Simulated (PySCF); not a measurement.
Vertical excitations of a molecule C₃H₇BO₂ from TDDFT-PBE/def2-SVPD (PySCF), as energy in eV (oscillator strength): 4.63 (0.003), 4.84 (0.004), 5.65 (0.001), 5.84 (0.013), 6.01 (0.007), 6.02 (0.007), 6.25 (0.034), 6.48 (0.022), 6.71 (0.009), 6.99 (0.015). Lowest triplet (TDA): 4.39 eV. Coordinates come from a B3LYP-D3(BJ)/def2-SVP optimisation. The values are those of a single conformer.

Task: Which molecule gave these data?
A) C=COB(C)O
B) CB1OC[C@H]1O
C) C[C@H]1OCB1O
D) C=CCB(O)O

Result: C, C[C@H]1OCB1O
